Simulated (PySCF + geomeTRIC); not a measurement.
Species: C3H4O, SMILES `CC=C=O` (charge 0, multiplicity 1).

**Question.** Give a relaxed geometry from PBE-D3(BJ)/def2-TZVP (PySCF + geomeTRIC).

**Answer.** the end point of this relaxation (outside a Z-matrix the atoms follow the SMILES, hydrogens last).
Cartesian coordinates (Å) in one orientation:
```xyz
8

C     -0.759    -0.533    -0.307
C      0.462     0.355    -0.258
C      1.062     0.711     0.859
O      1.594     1.025     1.857
H     -1.071    -0.836     0.701
H     -0.560    -1.448    -0.885
H     -1.607    -0.014    -0.778
H      0.901     0.745    -1.178
```
